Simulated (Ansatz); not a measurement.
System: trifluoro(hydroxy)silane, sum formula HSiOF$_{3}$ (charge 0, singlet). SMILES: O[Si](F)(F)F
Coordinates optimised at B3LYP-D3(BJ)/def2-TZVP (Ansatz, a first-principles code):
```
Si
F 1 1.5705
F 1 1.5778 2 108.73
F 1 1.5778 2 108.77 3 115.93
O 1 1.6083 2 107.63 3 -122.04
H 5 0.9599 1 121.09 2 -179.33
```

Wanted: vertical triplet-singlet gap (E(triplet) - E(singlet); each state is the SCF solution reached for its spin), in kJ/mol. Cores are frozen in the correlated levels unless marked. UHF or UKS for open shells. Spin-orbit coupling is left out. No relativistic terms. CBS marks a two-point X^-3 extrapolation of the correlation energy; Hartree-Fock from the larger set. [CCSD(T)-MP2]/basis is that difference in the basis named.

RI-MP2/CBS(aug-cc-pV(T+d)Z,aug-cc-pV(Q+d)Z)+[CCSD(T)-MP2]/aug-cc-pV(T+d)Z (Ansatz) gives 841.3 kJ/mol.

Task: Another calculation gave 803.9 kJ/mol. Which level was it?
A) BHLYP/def2-TZVPD (Ansatz)
B) wB97X-V/def2-TZVPD (Ansatz)
C) CAM-B3LYP/def2-TZVPD (Ansatz)
D) PBE/def2-TZVPD (Ansatz)

Result: A, BHLYP/def2-TZVPD (Ansatz). The others give 760.3 (PBE), 814.5 (CAM-B3LYP), 833.8 (wB97X-V) kJ/mol.
